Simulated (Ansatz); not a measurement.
Stepwise reaction of BH₃ with ammonia, as a gas-phase model of exchange steps in deposition or etching. ΔE in kJ/mol.

Program: Ansatz. Geometries: PBE0-D4/def2-TZVP. ΔE: electronic, gas phase. CBS: MP2 limit from def2 TZ/QZ plus the TZ coupled-cluster correction, frozen cores. This one scheme is used for every species. Functionals use def2-TZVPP. B3LYP here is the variant with VWN-RPA as its local correlation; programs differ in this. Each species was taken in one conformer, which may not be the lowest.

```csv
step,reaction,PBE-D4,B3LYP-D4,ωB97M-V,CCSD(T)/CBS
1,BH₃ + NH₃ → `BN` + H₂,-144.1,-136.2,-135.2,-130.3
2,`BN` + NH₃ → `NBN` + H₂,-71.9,-71.0,-70.4,-67.9
```

Task: Give the row of step 3, `NBN` + NH₃ → `NB(N)N` + H₂. (An estimate is asked.)

Result: Computed: 
```
step                     reaction  PBE-D4  B3LYP-D4  ωB97M-V  CCSD(T)/CBS
   3  `NBN` + NH₃ → `NB(N)N` + H₂   -38.4     -41.0    -42.0        -41.9
```

Task: By hand: ΔE of the 3 steps together at CCSD(T)/CBS.

Result: (-130.3) + (-67.9) + (-41.9) = -240.1 kJ/mol, or -80.0 kJ/mol a step.

In ΔE each step is higher than the one before. All are downhill at CCSD(T)/CBS. PBE-D4 differs from CCSD(T)/CBS by -13.8 to 3.5 kJ/mol a step. Isolated molecules leave out the surface, adducts and barriers. Largest T1 diagnostic: 0.012.
